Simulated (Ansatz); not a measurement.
CH8BGaSi (`C[B]([SiH3])[GaH2]`), charge 0, multiplicity 1.

(1) Give a relaxed structure at PBE0-D4/def2-TZVP (the Gaussian-basis code of Ansatz). (Best estimate.)

Results:

(1) Computed: 
Z-matrix (Å, degrees):
```
C
B 1 1.561
H 1 1.093 2 115.3
H 1 1.092 2 116.5 3 130.6
H 1 1.105 2 102.8 3 -114.3
Si 2 2.024 1 118.6 3 30.7
Ga 2 2.074 1 124.7 3 -154.8
H 6 1.492 2 113.6 1 -36.0
H 6 1.491 2 113.7 1 -160.0
H 6 1.495 2 106.6 1 82.6
H 7 1.577 2 123.4 1 -89.7
H 7 1.578 2 121.1 1 93.8
```
This is one stationary point; other conformers may exist.
